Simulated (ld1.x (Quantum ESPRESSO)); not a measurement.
## Reading a pseudo-wave (Mn)

Columns: radius, all-electron u(r) and pseudo u(r) of the 4p shell (level -1.47 eV) of manganese in the configuration [Ar] 3d5 4s2 4p0; LDA (PZ), scalar-relativistic, TM semilocal scheme, ld1.x (Quantum ESPRESSO) 7.5.

| r (bohr) | all-electron | pseudo |
| --- | --- | --- |
| 0.120 | 0.1034 | 0.0016 |
| 0.240 | 0.0609 | 0.0064 |
| 0.360 | -0.0517 | 0.0142 |
| 0.480 | -0.1402 | 0.0251 |
| 0.600 | -0.1803 | 0.0387 |
| 0.720 | -0.1780 | 0.0549 |
| 0.840 | -0.1463 | 0.0735 |
| 0.960 | -0.0974 | 0.0943 |
| 1.080 | -0.0400 | 0.1172 |
| 1.200 | 0.0201 | 0.1419 |
| 1.320 | 0.0793 | 0.1684 |
| 1.440 | 0.1355 | 0.1967 |
| 1.560 | 0.1878 | 0.2265 |
| 1.680 | 0.2353 | 0.2575 |
| 1.800 | 0.2781 | 0.2892 |
| 1.920 | 0.3163 | 0.3208 |
| 2.040 | 0.3498 | 0.3512 |
| 2.160 | 0.3791 | 0.3794 |
| 2.280 | 0.4044 | 0.4044 |
| 2.400 | 0.4260 | 0.4260 |
| 2.520 | 0.4442 | 0.4442 |
| 2.640 | 0.4592 | 0.4592 |
| 2.760 | 0.4713 | 0.4713 |
| 2.880 | 0.4808 | 0.4808 |
| 3.000 | 0.4879 | 0.4879 |
| 3.120 | 0.4928 | 0.4928 |

(1) How many radial nodes do the two functions have?

(2) At about which radius was the pseudo-wave matched?

(3) Is the pseudo-wave norm-conserving?

Answers

(1) The all-electron 4p function has n − l − 1 = 2; the pseudo-wave has 0, since the states of the same l below it are removed with the core.

(2) 2.40 bohr. The columns agree to 0.0005 from 2.16 bohr on; several derivatives are matched, so the curves merge somewhat inside the radius.

(3) Yes: the TM semilocal scheme keeps the norm inside the radius equal to the all-electron one, which fixes the energy derivative of the logarithmic derivative at the level.
